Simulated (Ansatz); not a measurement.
Mulliken charges of C2H6SiTe (`C=C([SiH3])[TeH]`) from PBE/def2-TZVPP in Ansatz (PBE0-D4/def2-TZVP geometry).

```
atom   x (Å)   y (Å)   z (Å)  charge (e)
  C1  -0.648   1.475   0.545      -0.210
  C2   0.034   0.537  -0.110      -0.090
 Si3   0.034  -1.251   0.410       0.180
 Te4   1.274   1.073  -1.729       0.091
  H5  -0.655   2.523   0.257       0.094
  H6  -1.240   1.218   1.419       0.099
  H7   1.395  -1.660   0.845      -0.039
  H8  -0.364  -2.106  -0.739      -0.047
  H9  -0.932  -1.429   1.527      -0.057
 H10   1.185  -0.431  -2.422      -0.020
```

Problem. By hand: the dipole of these point charges (1 e Å = 4.8032 D).

Solution. Σ q r = (0.063, 0.126, -0.060) e Å, of length 0.153 e Å = 0.73 D.

Problem. How does the dipole of the full density compare? (Estimate.)

Solution. The calculation gave: (-0.064, 0.067, 0.055) e Å, 0.52 D; the point charges give 1.40 times that, at 86° from its direction.

Point charges leave out the atoms' own dipoles, such as those of lone pairs, and Mulliken's split depends on the basis, so the two needn't agree.
